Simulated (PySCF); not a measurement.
# Name the molecule from its bond curve

A diatomic of charge 0 contains Te. Its doublet curve at PBE in a double-zeta basis (scalar-relativistic core potentials, PySCF), in eV from the separated fragments:

```tsv
R (Å)	E (eV)
1.690	-2.794
1.768	-3.615
1.847	-4.080
1.906	-4.256
1.965	-4.319
2.024	-4.295
2.103	-4.163
2.201	-3.894
2.319	-3.488
2.476	-2.904
```

The fit gives ωe = 796 cm⁻¹ and the rotational constant Bₑ = 0.4255 cm⁻¹.

Q: Which atom is the partner?

A: The minimum lies at 1.976 Å, so the reduced mass is 16.8576 u Å² cm⁻¹/(Bₑ·Re²) = 10.15 u. With Te at 129.91 u the partner weighs about 11.0 u: B. The molecule is BTe.

Spin–orbit coupling is left out. The state was picked by a PBE0 search and need not be the measured ground state.
